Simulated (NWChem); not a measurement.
## Correlation energy of H3BN

SMILES: [BH]N
```xyz
5

B     -0.7819     0.3514     0.0000
N      0.5141    -0.1151     0.0000
H     -1.7711    -0.3425     0.0000
H      0.7572    -1.1025     0.0000
H      1.3243     0.4934     0.0000
```
Charge 0, spin multiplicity 2.

Program: NWChem. All single points use one geometry, from UPBE0/def2-SVP, a minimum by its harmonic frequencies. It is one conformer; others weren't searched.

Basis set: 3-21G. Each correlation energy counts from its own Hartree-Fock reference.

The correlated methods keep 2 core orbitals frozen. The structure started from a generated list of species. The unpaired electrons of the parent sit in orbitals of symmetry a' (Cs labels of the run); other states weren't searched. The stability of the SCF solutions was not checked. Open-shell Hartree-Fock references start from PBE0 orbitals. Coupled-cluster values serve here as a point of comparison, not as the truth.

Q: Order these methods by the correlation energy they give, lowest first: UMP2, SCS-UMP2, CCSD on UHF, CCSD[T] on UHF, CCSD on ROHF, CCSD[T] on ROHF.

A: CCSD[T] on ROHF (-173.8 mHa), CCSD[T] on UHF (-172.7 mHa), CCSD on ROHF (-168.9 mHa), CCSD on UHF (-168.0 mHa), SCS-UMP2 (-150.4 mHa), UMP2 (-148.8 mHa)
